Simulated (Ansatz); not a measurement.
Input file for Ansatz (a first-principles code): U-PBE0/def2-TZVPP on LiSi, 2S+1 = 4, a spin state set in the input, which need not be the lowest.

Ansatz 0.2 input:
```yaml
crystal:
  periodic: [false, false, false]
  atoms:
    - {symbol: Li, position_ang: [0.00000000, 0.00000000, 0.00000000]}
    - {symbol: Si, position_ang: [0.00000000, 0.00000000, 2.27100000]}
basis:
  gaussian:
    orbitals: def2-TZVPP
hamiltonian:
  xc: {name: PBE0}
magnetization: {spin_polarized: true, initial_magnetization: 3}
relax: {f_tol: 0.002, max_steps: 120}
```

### Question
Give the final energy of this run.

### Answer
-296.7823 hartree.
